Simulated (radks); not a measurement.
N, configuration [He] 2s2 2p3.

All-electron calculation, non-relativistic Kohn-Sham, Slater X-alpha with alpha = 0.996, spin-unpolarised, spherical densities, point nucleus. Program: a radial shooting solver on a logarithmic mesh with Libxc functionals.

Energy parts (eV):
| part | energy |
|---|---|
| total | -1535.369 |
| kinetic | 1535.369 |
| electron-nucleus | -3567.633 |
| Hartree | 736.838 |
| exchange | -239.943 |

Orbitals (lengths in bohr, moments of r in powers of bohr; r(max) is where P^2 peaks; r(90%) holds 90 % of the orbital's charge):
1s: occ. 2; eigenvalue (eV) -402.3875; r(max) 0.1470; r(90%) 0.406
2s: occ. 2; eigenvalue (eV) -21.8015; r(max) 0.9887; r(90%) 2.03
2p: occ. 3; eigenvalue (eV) -10.0447; r(max) 0.9256; r(90%) 2.33

The highest occupied level is 2p at -10.045 eV. Summed over all electrons, <r^2> = 11.14 bohr^2, which gives a Langevin (diamagnetic) susceptibility term of -8.83 x 10^-6 cm^3/mol.
